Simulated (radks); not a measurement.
Q: The mean radii <r> (bohr) of the occupied orbitals of an atom or ion are listed with their occupations. All-electron calculation, Dirac Kohn-Sham, LDA (Slater exchange, Perdew-Wang correlation), spin-unpolarised, spherical densities, finite nucleus; Fermi nuclear charge, rms radius of each element as measured or else 0.836 A^(1/3) + 0.57 fm. Program: a radial shooting solver on a logarithmic mesh with Libxc functionals.

orbital  occ.      <r>
1s1/2       2  0.02365
2s1/2       2   0.1006
2p1/2       2  0.08425
2p3/2       4  0.09066
3s1/2       2   0.2663
3p1/2       2   0.2559
3p3/2       4   0.2683
3d3/2       4   0.2395
3d5/2       6   0.2434
4s1/2       2   0.6077
4p1/2       2   0.6240
4p3/2       4   0.6526
4d3/2       4   0.7020
4d5/2       6   0.7122
5s1/2       2    1.472
5p1/2       2    1.664
5p3/2       4    1.756
6s1/2       1    3.973
4f5/2       4    1.099

Name the element and its charge. Open shells, if any, fill j = l - 1/2 first.

A: Z = 60, neodymium, charge +1: Nd+ in [Xe] 4f4 6s1. The 1s radius gives Z: for a bare nucleus <r> = (2 gamma + 1)/(2Z) with gamma = sqrt(1 - (Z/c)^2), 0.02332 bohr for Z = 60, and screening makes it slightly larger (0.02365 here). The occupations add up to 59, and the charge is Z minus that.
